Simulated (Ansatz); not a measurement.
Ansatz (a quantum-chemistry and plane-wave program) input:

Ansatz 0.2 input:
```yaml
crystal:
  periodic: [false, false, false]
  atoms:
    - {symbol: Si, position_ang: [-2.49127400, -0.04573761, -0.62857256]}
    - {symbol: O, position_ang: [-0.74701571, -0.48855598, -0.79255684]}
    - {symbol: Si, position_ang: [0.68624512, 0.38987967, -0.20415705]}
    - {symbol: Cl, position_ang: [0.18642740, 0.92200497, 1.66175883]}
    - {symbol: Cl, position_ang: [2.12843347, -0.99141979, -0.36146248]}
    - {symbol: H, position_ang: [-2.40393165, 1.41691401, -0.65058098]}
    - {symbol: H, position_ang: [-2.90524414, -0.62936294, 0.64980521]}
    - {symbol: H, position_ang: [-3.06420498, -0.67423984, -1.82293666]}
    - {symbol: H, position_ang: [-0.55203594, -1.36369730, -1.16925180]}
    - {symbol: H, position_ang: [0.81931220, 1.52089714, -1.11340482]}
basis:
  gaussian:
    orbitals: def2-TZVPD
hamiltonian:
  xc: {name: CAM-B3LYP}
total_charge: 1
output: {forces: true}
```

What final total energy does it print?

-1577.59553 Eh (CAM-B3LYP/def2-TZVPD). The basis has 263 functions.

It need not be the lowest isomer of its formula.
